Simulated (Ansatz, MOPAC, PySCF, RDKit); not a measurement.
Constitutional and geometric isomers with formula CH4OSi. Gas-phase values, no solvent. One relaxed conformer stands for each flexible species; it need not be the lowest. Strings in code marks are SMILES.

Quantity: electronic energy of isomers of CH4OSi relative to `C[SiH]=O`, in kJ/mol. The restricted reference of `OC=[SiH2]` is unstable towards unrestricted orbitals. Semi-empirical values (MOPAC) are differences of heats of formation. Force-field values (RDKit) are differences of steric energies, which aren't made for comparing isomers with other bonds.

Level 1: frozen-core CCSD(T)/cc-pVQZ // B3LYP-D3(BJ)/def2-TZVP (Ansatz, a first-principles code)
Level 2: PBE-D3(BJ)/def2-TZVP // B3LYP-D3(BJ)/def2-TZVP (PySCF)
Level 3: PM7 // B3LYP-D3(BJ)/def2-TZVP (MOPAC)
Level 4: UFF, relaxed from the DFT geometry (RDKit)

```json
[
 {"species": "`C=[SiH]O` (C–Si–O–H torsion 0°)", "level 2": "58.5", "level 3": "25.32", "level 4": "-2.67"},
 {"species": "`OC=[SiH2]` (H–O–C–Si torsion 164°)", "level 2": "226.2", "level 3": "184.6", "level 4": "-2.38"},
 {"species": "`O=C[SiH3]`", "level 2": "134.1", "level 3": "128.1", "level 4": "1.76"},
 {"species": "`C1O[SiH2]1`", "level 2": "105.3", "level 3": "66.3", "level 4": "957.9"}
]
```

What does level 1 give for each, and how far do the other levels lie from it on average?


- `C=[SiH]O` (C–Si–O–H torsion 0°): 49.1
- `OC=[SiH2]` (H–O–C–Si torsion 164°): 237.8
- `O=C[SiH3]`: 135.3
- `C1O[SiH2]1`: 107.1
Mean absolute difference from level 1, which has limits of its own, over these rows (drawn at random from the members that have all these levels): level 2 6.02 kJ/mol, level 3 31.25 kJ/mol, level 4 319.1 kJ/mol.
